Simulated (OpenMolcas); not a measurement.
Ag4+ among 8 point charges of -1.2 e arranged as a cube (Oh), 2.26 Å from the ion.

```
Program             : OpenMolcas 26.06
Method              : CASSCF
Basis               : ANO-RCC-VTZP [7s6p4d2f1g]
Scalar Hamiltonian  : DKH2, point nucleus
Active space        : 7 electrons in 5 orbitals (4d)
State averaging     : 2S+1 = 4 even, 10 roots; 2S+1 = 2 even, 40 roots
Spin-orbit coupling : state interaction with AMFI integrals over the reference wave functions
```

Problem. What is the spin-free ground state (labels of O, the rotations of Oh)?

Solution. 4A2, 1-fold in its orbital part, 100 % from free-ion F terms; it has the highest spin that d7 allows.

Problem. Where is the first state of the same spin?

Solution. 4T2 at 1440 cm-1 above the ground state.

Problem. What are the lowest two levels with spin-orbit coupling?

Solution. A 4-fold level Γ8, then a 4-fold level Γ8 1005 cm-1 above it. Their leading multiplicities are 4 (98 %) and 4 (97 %).

Problem. What is χT at 300 K, and how does it compare with the textbook value?

Solution. The lowest level has 2S+1 = 4, for which the spin-only value is χT = S(S+1) / 2 = 1.875 cm3 K/mol (g = 2). The computed 4.642 at 300 K differs by +2.767, through orbital momentum, spin-orbit coupling and any other state in reach.

Problem. Which ligand-field parameters describe the states?

Solution. A least-squares ligand-field fit to the states below 45000 cm-1, each weighted by its degeneracy and with a free common offset, gives 10Dq = -1398 cm-1 (negative for this site), B = 1093 cm-1 and C = 4454 cm-1 (C/B = 4.08), with an rms deviation of 27 cm-1. 

Spin-orbit coupling mixes the spin-free states strongly: the lowest level takes only 53 % from its leading state, 4A2. Without dynamic correlation the repulsion within the d shell is too large (B by tens of per cent), so at a given field states of lower spin stand too high. The ground term spreads over less than 5000 cm-1, several times less than with real ligands, so orbital moments are less quenched and χT lies further from the spin-only value than at real sites. This is an electrostatic model: the charges have no orbitals. No measured value stands beside these numbers.
